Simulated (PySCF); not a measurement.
**Cu2 at RHF-MP2**

Level: RHF-MP2. Cu x2c-TZVPPall; spin-free X2C with a Gaussian nucleus (PySCF 2.14).

```json
{
  "state": "¹Σg⁺ (singlet), closed shell",
  "bond length": "2.211 Å",
  "harmonic wavenumber": "287 cm⁻¹",
  "force constant": "1.52 mdyn/Å",
  "rotational constant Be": "0.1096 cm⁻¹",
  "anharmonicity ωexe": "0.925 cm⁻¹",
  "vibration–rotation constant αe": "0.000525 cm⁻¹"
}
```

Correlated steps freeze 10 core orbitals.
